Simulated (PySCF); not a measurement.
C2H3O, doublet, geometry from GFN2-xTB. Base run: CAMB3LYP/6-31G** (PySCF).

Geometry (Å):
```xyz
6

C      0.0109     0.7623    -0.3545
O      0.0360     0.0630     0.8037
C      0.0468    -0.6829    -0.4131
H     -0.7675     1.4639    -0.5904
H     -0.8498    -1.2672    -0.5944
H      0.9830    -1.1774    -0.6393
```
Charge 0, spin multiplicity 2.
Orbitals are unrestricted.
All else is at PySCF's defaults.
Base energy -153.04135 Eh.

The base run was repeated with changes; each row names its change, and settings that it needs were set with it.

```json
[
 {"change": "base", "ΔE vs base (µEh)": "0.0", "grid points": "71744", "electrons on the grid": "23.00000"},
 {"change": "grids.atom_grid = (50, 194)", "ΔE vs base (µEh)": "34.0", "grid points": "39472", "electrons on the grid": "22.99995"},
 {"change": "grids.prune = dft.gen_grid.sg1_prune", "ΔE vs base (µEh)": "33.9", "grid points": "31976", "electrons on the grid": "22.99994"},
 {"change": "grids.radi_method = gauss_chebyshev", "ΔE vs base (µEh)": "0.1", "grid points": "69984", "electrons on the grid": "23.00000"},
 {"change": "grids.becke_scheme = stratmann", "ΔE vs base (µEh)": "-2.2", "grid points": "71744", "electrons on the grid": "23.00000"},
 {"change": "grids.atom_grid = (30, 110)", "ΔE vs base (µEh)": "93.3", "grid points": "14760", "electrons on the grid": "22.99963"},
 {"change": "grids.level = 7", "ΔE vs base (µEh)": "-0.9", "grid points": "410216", "electrons on the grid": "23.00000"},
 {"change": "grids.atom_grid = (99, 590)", "ΔE vs base (µEh)": "-0.7", "grid points": "193456", "electrons on the grid": "23.00000"},
 {"change": "grids.prune = off", "ΔE vs base (µEh)": "0.1", "grid points": "113256", "electrons on the grid": "23.00000"},
 {"change": "grids.level = 2", "ΔE vs base (µEh)": "0.3", "grid points": "49744", "electrons on the grid": "23.00000"},
 {"change": "small_rho_cutoff = 0", "ΔE vs base (µEh)": "0.0", "grid points": "71744", "electrons on the grid": "23.00000"}
]
```

Open shells are given as the SCF converged; they aren't shown to be the lowest states, and a large step between rows can be another state.
